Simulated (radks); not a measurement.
The numbers below are computed, except where a source is named.
Task: These are the eigenvalues of the occupied orbitals of an atom or ion with whole-number occupations (Ry). Level of theory: Dirac Kohn-Sham, PBEsol, spin-unpolarised, spherical densities, point nucleus (a radial shooting solver on a logarithmic mesh with Libxc functionals).

| orbital | eigenvalue |
|---|---|
| 1s1/2 | -1948.899 |
| 2s1/2 | -290.6315 |
| 2p1/2 | -270.7072 |
| 2p3/2 | -256.5742 |
| 3s1/2 | -55.41675 |
| 3p1/2 | -47.43442 |
| 3p3/2 | -44.90925 |
| 3d3/2 | -30.77602 |
| 3d5/2 | -30.26249 |
| 4s1/2 | -9.23909 |
| 4p1/2 | -6.65391 |
| 4p3/2 | -6.21180 |
| 4d3/2 | -2.20409 |
| 4d5/2 | -2.14516 |
| 5s1/2 | -1.14426 |
| 6s1/2 | -0.18354 |

Which element is it, and in what charge state? The configuration may be excited. Open shells, if any, are shared by 2j + 1.

Result: Z = 48, cadmium, charge 0: Cd in [Kr] 4d8 5s2 6s2. The list shows which subshells hold electrons but not how many an open one holds; the 1s level, -974.45 hartree, gives Z - s = 44.1 by -(Z - s)^2/2, which with screening and relativity narrows Z to a few neighbours, and the depths of the outer levels then fix element, charge and occupations together.
